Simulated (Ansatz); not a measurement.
Start from `C[Si](C)(F)[GaH2]` and change one atom or group to get `C[Si](C)(C)[GaH2]`.

Ansatz, PBE0-D4/def2-TZVP geometries, multiplicity 1. 

Scalar relativity is left out up to krypton.

```csv
property,`C[Si](C)(F)[GaH2]`
HOMO energy (B3LYP/def2-TZVPP) / eV,-6.98
size of the dipole moment (PBE/def2-TZVPP) / D,1.72
HOMO energy (PBE0/def2-TZVPP) / eV,-7.15
size of the dipole moment (B3LYP/def2-TZVPP) / D,1.72
HOMO–LUMO gap (PBE0/def2-TZVPP) / eV,5.09
HOMO energy (ωB97M-V/def2-TZVPP) / eV,-9.18
```

Question: What does the change do to each property? (Estimate.)

Answer: The calculation gave: 
| property | `C[Si](C)(C)[GaH2]` | shift |
| --- | --- | --- |
| HOMO energy (B3LYP/def2-TZVPP) / eV | -6.67 | 0.31 |
| size of the dipole moment (PBE/def2-TZVPP) / D | 1.42 | -0.30 |
| HOMO energy (PBE0/def2-TZVPP) / eV | -6.84 | 0.31 |
| size of the dipole moment (B3LYP/def2-TZVPP) / D | 1.38 | -0.34 |
| HOMO–LUMO gap (PBE0/def2-TZVPP) / eV | 5.01 | -0.08 |
| HOMO energy (ωB97M-V/def2-TZVPP) / eV | -8.86 | 0.32 |

With PBE0 the HOMO rises by 0.31 eV and the LUMO rises by 0.22 eV, so the gap narrows by about 0.09 eV. PBE moves the HOMO by 0.25 eV and ωB97M-V by 0.32 eV. Dipoles are sizes alone; their direction can turn.

B3LYP here is the variant with VWN-RPA as its local correlation; programs differ in this.
